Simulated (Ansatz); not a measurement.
A run of Ansatz (development build ahead of 0.2.0) on singlet ZnCl2 at this shape:

```xyz
3

Cl    0.0000    0.0000   -2.2648
Zn    0.0000    0.0000    0.0000
Cl    0.0000    0.0000    2.2648
```

Its results:

- Converged: yes
- Reference energy: -2697.00154 hartree
- Correlation energy: -1.24768 hartree
- Total energy: -2698.24922 hartree
- Spin squared of the determinant: 0.000

(1) Which input gives this output? Name the method, the orbitals and the basis set, and write the input.

## Answers

(1) RHF-MP2 in cc-pVTZ. An unrestricted run that stays on the closed shell gives the same numbers.

```yaml
crystal:
  periodic: [false, false, false]
  atoms:
    - { symbol: Cl, position_ang: [0.0, 0.0, -2.26481] }
    - { symbol: Zn, position_ang: [0.0, 0.0, 0.0] }
    - { symbol: Cl, position_ang: [0.0, 0.0, 2.26481] }
basis:
  gaussian: { orbitals: cc-pVTZ }
hamiltonian:
  xc: hf
correlation:
  method: mp2
  frozen_orbitals: { Cl: 5, Zn: 5 }
```
